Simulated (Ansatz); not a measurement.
Consider the atomization: `FC(Br)CI` → Br• + 2 C• + F• + 3 H• + I•.

Program: Ansatz. Geometries: PBE0-D4/def2-TZVP. ΔE: electronic, gas phase. CCSD(T)/CBS is the MP2 limit (def2-TZVPP, def2-QZVPP) plus CCSD(T) − MP2 in def2-TZVPP, frozen cores. This one scheme is used for every species, atoms too. For atomizations the MP2-based limit and the directly extrapolated one differ by several kJ/mol either way, and by 10 to 25 for some Ge, Se and Sn compounds, so smaller differences from it don't rank the levels. Open shells (•) are unrestricted, without spin–orbit coupling. Spin–orbit coupling would lower the free atoms: a little for C, F; clearly for Br; strongly for I. Elements past krypton have def2 core potentials. For Br, I outer-core shells are correlated without core-valence functions, so the limit isn't a true one: a few kJ/mol of doubt a bond, and 10 to 20 or more in all where bonds break to atoms. Scalar relativity is left out up to krypton. Each species was taken in one conformer, which may not be the lowest.

```csv
species,CCSD(T)/CBS(def2) energy (Eh)
`FC(Br)CI`,-3048.45488
Br•,-2573.26688
C•,-37.79194
F•,-99.66871
H•,-0.50000
I•,-297.40544
```

Question: Work out ΔE.

Answer: ΔE = 3 × (-0.50000) + 2 × (-37.79194) + (-2573.26688) + (-99.66871) + (-297.40544) − (-3048.45488) = 1.02997 Eh = +2704.2 kJ/mol.

Largest T1 diagnostic among the species: 0.009.

In def2-TZVPP, CCSD(T) changes the Hartree–Fock value by +761.2 kJ/mol (the triples alone add +59.3 kJ/mol) and MP2 by +846.8 kJ/mol; breaking electron pairs costs correlation energy, which Hartree–Fock lacks. From PBE to PBE0 (25 % exact exchange), in def2-TZVPP and without D4, ΔE moves by −70.4 kJ/mol: exact exchange takes away binding that semilocal exchange gives to molecules. The D4 term adds +36.5 kJ/mol with B3LYP and +18.9 kJ/mol with PBE0; it sums over pairs of atoms, weighted by their polarisabilities, and B3LYP, whose exchange is more repulsive, gets the larger term.

B3LYP here is the variant with VWN-RPA as its local correlation; programs differ in this.
